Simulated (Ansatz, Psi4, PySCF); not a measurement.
CS, singlet, at a GFN2-xTB geometry. Base run: CCSD(T)/aug-cc-pVDZ run with PySCF.

The PySCF input:
```python
from pyscf import gto, scf, cc

mol = gto.Mole()
mol.atom = '''
    C    -0.000000   -0.000000   -1.106358
    S     0.000000    0.000000    0.414884
'''
mol.basis = 'aug-cc-pvdz'
mol.charge = 0
mol.spin = 0
mol.verbose = 4
mol.build()

mf = scf.RHF(mol)
mf.kernel()

mycc = cc.CCSD(mf)
mycc.kernel()
et = mycc.ccsd_t()
print('E(CCSD(T)) = %.10f' % (mycc.e_tot + et))
```

The same geometry, method and basis name were run in Ansatz (a program for electronic structure) and Psi4 and PySCF, at each program's defaults and at the settings that a row names. The base is PySCF at its defaults. Differences at the defaults can come from grids, fitting, cores and function types together.

```tsv
code and settings	ΔE vs base (µEh)	basis functions	E (Eh)	SCF cycles
PySCF, defaults (exact integrals, spherical functions, all electrons correlated)	0.0	50	-435.62838	9
Psi4, defaults (exact integrals, spherical functions, all electrons correlated)	0.0	50	-435.62838	10
Ansatz, defaults (factorised integrals, spherical functions, frozen core)	8949	50	-435.61943	-
PySCF, frozen core	8948	50	-435.61943	9
Psi4, exact integrals, spherical functions, frozen core	8948	50	-435.61943	10
Ansatz, high accuracy, frozen core	8948	50	-435.61943	-
```
